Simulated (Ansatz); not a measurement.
Ligand exchange: C2H8N2 + SiH3(GeH3) → C2H9NSi + GeH3(NH2)

Species: C2H8N2 (ethylhydrazine) `CCNN`, singlet; SiH3(GeH3), singlet; C2H9NSi `CCN[SiH3]`, singlet; GeH3(NH2), singlet. The partners trade NH2 for SiH3: N–NH2 and Ge–SiH3 bonds give way to N–SiH3 and Ge–NH2.

Shapes, held fixed at every level: PBE0-D4/def2-TZVP. Flexible molecules stand in one conformer, not always the lowest. Programs: Ansatz 0.2.0. Electronic energies: no zero-point or thermal term.

**Question.** Estimate ΔE of this reaction.

**Answer.** The highest level, CCSD(T)/def2-TZVPP, gives ΔE = -184.4 kJ/mol; the levels span -201.8 to -154.9. The column of differences is taken from that level and isn't an error. No measured value is set beside it here. Relativity is left out for Ge unless named. Correlated rows may include outer-core shells of Ge, which these sets cover unevenly.

```tsv
level	kind	ΔE (kJ/mol)	less CCSD(T)/def2-TZVPP
HF/def2-TZVPP	Hartree–Fock	-201.8	-17.4
PBE-D4/def2-TZVPP	GGA	-154.9	+29.5
r2SCAN-D4/def2-TZVPP	meta-GGA	-174.4	+10.0
B3LYP-D4/def2-TZVPP	global hybrid	-176.9	+7.5
PBE0-D4/def2-TZVPP	global hybrid	-164.0	+20.4
wB97M-V/def2-TZVPP	range-separated hybrid	-180.9	+3.5
CCSD/def2-TZVPP	coupled cluster or CI	-186.8	-2.4
CCSD(T)/def2-TZVPP	coupled cluster or CI	-184.4	0.0
```
